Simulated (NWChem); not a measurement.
Species: CaHSCl; SMILES [SH][Ca][Cl]

```xyz
4

Ca     0.5040     0.0167     0.0243
Cl    -0.3049    -2.2939    -0.0084
S      0.4040     2.5921    -0.0338
H     -0.9457     2.6776    -0.0136
```
Atoms are numbered in this order, from 1.

Level: PBE0/def2-SVP (NWChem), optimised geometry, unscaled harmonic frequencies. 

Task: List the harmonic frequencies with IR intensities, and the thermochemistry.

Result: 
| frequency (cm⁻¹) | IR intensity (km/mol) |
|---|---|
| 39 | 45.4 |
| 46 | 48.3 |
| 286 | 8.3 |
| 342 | 9.5 |
| 422 | 157.2 |
| 2704 | 3.8 |

| Property | Result |
|---|---|
| zero-point energy | 5.5 kcal/mol |
| thermal correction to the enthalpy at 298.15 K (with zero-point energy) | 9.6 kcal/mol |
| heat capacity Cv | 14.6 cal/(mol K) |
| entropy at 298.15 K and 1 atm (symmetry number 1) | 79.5 cal/(mol K) |
| dipole moment | 2.04 D |

Rigid rotor and harmonic oscillator; modes under 100 cm⁻¹ make the entropy uncertain.
